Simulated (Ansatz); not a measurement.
Molecule: SnO, charge -1, multiplicity 2. 
Coordinates optimised at B3LYP-D3(BJ)/def2-TZVP (Ansatz, a quantum-chemistry and plane-wave program):
```
Sn
O 1 1.8955
```
Charge -1, spin multiplicity 2.

Task: Give the harmonic wavenumbers at B3LYP-D3(BJ)/def2-TZVP (Ansatz, finite differences of forces, unscaled).

Result: 723 cm⁻¹. Zero-point energy 1.0 kcal/mol.

Task: From these and the geometry, give the ideal-gas thermochemistry at 298.15 K and 1 atm (rigid rotor, harmonic oscillator).

Result: Point group C∞v, rotational symmetry number 1. Rotational constants 9.976, 9.976 GHz. S(trans) 40.61, S(rot) 14.77, S(vib) 0.28, S(elec, spin only) 1.38, S 57.0 cal/(mol K). H(298) - H(0) 2.14 kcal/mol; G - E(el) -13.8 kcal/mol.
